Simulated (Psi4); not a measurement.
C6H8 (SMILES C1=CCCC=C1), singlet, geometry from GFN2-xTB; Psi4 with QCISD(T)/STO-3G.

The Psi4 input:
```
memory 2 GB

molecule {
0 1
  C     0.33415403   -1.32094912    0.37025126
  C     1.34641342   -0.52637671    0.03031447
  C     1.12170147    0.88666805   -0.21546712
  C    -0.11301375    1.35323081   -0.38684073
  C    -1.29270643    0.42569228   -0.37438804
  C    -1.04916727   -0.76755513    0.55007034
  H     0.48430172   -2.36848684    0.58687686
  H     2.35391142   -0.90435261   -0.06299487
  H     1.98251912    1.53737759   -0.26231479
  H    -0.30020542    2.39536091   -0.60068737
  H    -1.45672544    0.07023329   -1.39983198
  H    -2.19481983    0.95787436   -0.06778948
  H    -1.79744996   -1.54065932    0.36728094
  H    -1.15582054   -0.45160844    1.59581954
}

set basis sto-3g

energy('qcisd(t)')
print_variables()
```

### Question
Predict the main parts of the log of this Psi4 run.

### Answer

```
   => Loading Basis Set <=

    Name: STO-3G
    Role: ORBITAL
    Keyword: BASIS

         ---------------------------------------------------------
                                   SCF
               by Justin Turney, Rob Parrish, Andy Simmonett
                          and Daniel G. A. Smith
                              RHF Reference
         ---------------------------------------------------------

  ==> Geometry <==

    Molecular point group: c1
    Full point group: C1

    Geometry (in Angstrom), charge = 0, multiplicity = 1:

       Center              X                  Y                   Z               Mass
    ------------   -----------------  -----------------  -----------------  -----------------
         C            0.308324503164    -1.324719672623     0.372188937223    12.000000000000
         C            1.320583893164    -0.530147262623     0.032252147223    12.000000000000
         C            1.095871943164     0.882897497377    -0.213529442777    12.000000000000
         C           -0.138843276836     1.349460257377    -0.384903052777    12.000000000000
         C           -1.318535956836     0.421921727377    -0.372450362777    12.000000000000
         C           -1.074996796836    -0.771325682623     0.552008017223    12.000000000000
         H            0.458472193164    -2.372257392623     0.588814537223     1.007825032230
         H            2.328081893164    -0.908123162623    -0.061057192777     1.007825032230
         H            1.956689593164     1.533607037377    -0.260377112777     1.007825032230
         H           -0.326034946836     2.391590357377    -0.598749692777     1.007825032230
         H           -1.482554966836     0.066462737377    -1.397894302777     1.007825032230
         H           -2.220649356836     0.954103807377    -0.065851802777     1.007825032230
         H           -1.823279486836    -1.544429872623     0.369218617223     1.007825032230
         H           -1.181650066836    -0.455378992623     1.597757217223     1.007825032230

  Running in c1 symmetry.

  Rotational constants: A =      0.17238  B =      0.17045  C =      0.09107 [cm^-1]
  Rotational constants: A =   5167.74989  B =   5109.94809  C =   2730.34262 [MHz]
  Nuclear repulsion =  220.494490910300726

  Charge       = 0
  Multiplicity = 1
  Electrons    = 44
  Nalpha       = 22
  Nbeta        = 22

  ==> Algorithm <==

  SCF Algorithm Type is PK.
  DIIS enabled.
  MOM disabled.
  Fractional occupation disabled.
  Guess Type is SAD.
  Energy threshold   = 1.00e-08
  Density threshold  = 1.00e-08
  Integral threshold = 1.00e-12

  ==> Primary Basis <==

  Basis Set: STO-3G
    Blend: STO-3G
    Number of shells: 26
    Number of basis functions: 38
    Number of Cartesian functions: 38
    Spherical Harmonics?: true
    Max angular momentum: 1

  ==> Integral Setup <==

  Using in-core PK algorithm.
   Calculation information:
      Number of atoms:                  14
      Number of AO shells:              26
      Number of primitives:             78
      Number of atomic orbitals:        38
      Number of basis functions:        38

      Integral cutoff                 1.00e-12
      Number of threads:                 1

  Performing in-core PK
  Using 549822 doubles for integral storage.
  We computed 58617 shell quartets total.
  Whereas there are 61776 unique shell quartets.

  ==> DiskJK: Disk-Based J/K Matrices <==

    J tasked:                  Yes
    K tasked:                  Yes
    wK tasked:                  No
    Schwarz Cutoff:          1E-12

  Minimum eigenvalue in the overlap matrix is 1.7170462981E-01.
  Reciprocal condition number of the overlap matrix is 6.5843306683E-02.
    Using symmetric orthogonalization.

  ==> Pre-Iterations <==

  SCF Guess: Superposition of Atomic Densities via on-the-fly atomic UHF (no occupation information).

   -------------------------
    Irrep   Nso     Nmo
   -------------------------
     A         38      38
[...]

[...]
      22A     -0.242709

    Virtual:

[...]
      38A      1.130427

    Final Occupation by Irrep:
              A
    DOCC [    22 ]
    NA   [    22 ]
    NB   [    22 ]

  @RHF Final Energy:  -229.04029845922310

   => Energetics <=

    Nuclear Repulsion Energy =            220.4944909103007262
    One-Electron Energy =                -746.9862492219867818
    Two-Electron Energy =                 297.4514598524629037
    Total Energy =                       -229.0402984592230951

Computation Completed

Properties will be evaluated at   0.000000,   0.000000,   0.000000 [a0]

Properties computed using the SCF density matrix

 Multipole Moments:

 ------------------------------------------------------------------------------------
     Multipole            Electronic (a.u.)      Nuclear  (a.u.)        Total (a.u.)
 ------------------------------------------------------------------------------------

 L = 1.  Multiply by 2.5417464519 to convert [e a0] to [Debye]
 Dipole X            :          2.0130493           -2.1476724           -0.1346231
 Dipole Y            :          0.2938616           -0.3135137           -0.0196521
 Dipole Z            :         -0.1510146            0.1611138            0.0100991
 Magnitude           :                                                    0.1364243

 ------------------------------------------------------------------------------------

 MINTS: Wrapper to libmints.
   by Justin Turney

   Calculation information:
      Number of threads:                 1
      Number of atoms:                  14
      Number of AO shells:              26
      Number of SO shells:              26
      Number of primitives:             78
      Number of atomic orbitals:        38
      Number of basis functions:        38

      Number of irreps:                  1
      Integral cutoff                 1.00e-12
      Number of functions per irrep: [  38 ]

 OEINTS: Overlap, kinetic, potential, dipole, and quadrupole integrals
         stored in file 35.

      Computed 267721 non-zero two-electron integrals.
        Stored in file 33.

        ==> Transform all two-electron integrals <==

	Presorting SO-basis two-electron integrals.
	Sorting File: SO Ints (nn|nn) nbuckets = 1
	Constructing frozen core operators
	Starting first half-transformation.
	Sorting half-transformed integrals.
	First half integral transformation complete.
	Starting second half-transformation.
	Two-electron integral transformation complete.

Traceback (most recent call last):
  File "psi4", line 375, in <module>
  File "<string>", line 34, in <module>
  File "site-packages/psi4/driver/driver.py", line 533, in energy
  File "site-packages/psi4/driver/procrouting/proc.py", line 5712, in run_fnocc

RuntimeError:
Fatal Error: ndocc must be less than nvirt
The most recent 5 function calls were:

psi::PsiException::PsiException(std::__cxx11::basic_string<char, std::char_traits<char>, std::allocator<char> >, char const*, int)

Printing out the relevant lines from the Psithon --> Python processed input file:
      H    -1.79744996   -1.54065932    0.36728094
      H    -1.15582054   -0.45160844    1.59581954
    """)
    core.IO.set_default_namespace("")
    core.set_global_option("BASIS", "sto-3g")
--> energy('qcisd(t)')
    print_variables()

!----------------------------------------------------------------------------------!
!                                                                                  !
! Fatal Error: ndocc must be less than nvirt                                       !
! The most recent 5 function calls were:                                           !
! psi::PsiException::PsiException(std::__cxx11::basic_string<char,                 !
!     std::char_traits<char>, std::allocator<char> >, char const*, int)            !
!                                                                                  !
!----------------------------------------------------------------------------------!
```

The run crashed.
